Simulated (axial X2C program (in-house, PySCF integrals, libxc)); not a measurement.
# Ionising Ca₂

All values come from calculations with an axial X2C code built on PySCF integrals, spin-free (one-electron X2C) or two-component (2c: spin–orbit coupling with atomic mean-field Coulomb and Gaunt terms, which also bring small scalar terms), in Dyall basis sets with cores contracted in-house; open shells are unrestricted.

Basis sets: Ca dyall-cv3z.

| Hamiltonian | level | Ca₂ state | Re (Å) | ωe (cm⁻¹) | De (eV) |
| --- | --- | --- | --- | --- | --- |
| spin-free | PBE0 | M_S = 0, Λ = 0 | 4.217 | 79.0 | 0.20 |
| 2c | PBE0 | Ω = 0 | 4.218 | 79.0 | 0.20 |

Adiabatic ionisation energy (minimum to minimum, no zero-point term) and constants of Ca₂⁺:

| Hamiltonian | level | Ca₂⁺ state | IE (eV) | Re (Å) | ωe (cm⁻¹) | De (eV) | fragments |
| --- | --- | --- | --- | --- | --- | --- | --- |
| spin-free | PBE0 | M_S = 1/2, Λ = 0 | 4.91 | 3.846 | 127.4 | 1.31 | Ca + Ca+ |
| 2c | PBE0 | Ω = 1/2 | 4.91 | 3.846 | 127.4 | 1.31 | Ca + Ca+ |

Question: Add the zero-point terms to the ionisation energy at PBE0, 2c, and say whether the electron removed was bonding.

Answer: IE0 = IE + (ωe⁺ − ωe)/2 = 4.91 + (0.003) = 4.91 eV. Re changes by -0.372 Å, so the bond shortens, as on loss of an antibonding or a polarising non-bonding electron.

Question: Close the cycle De(Ca₂⁺) + IE(Ca₂) = De(Ca₂) + IE(Ca) to find the atomic ionisation energy at PBE0, 2c.

Answer: IE(Ca) = 1.31 + 4.91 − 0.20 = 6.02 eV, for the determinants used.

Each entry is the lowest single determinant of a limited PBE0 search at one distance. De goes to single-determinant-based atoms at the same level (for ions the charge split of lowest energy) and is withheld (n/a) where an atom does not fit its ground term or J level. Main or longest-lived isotopes.
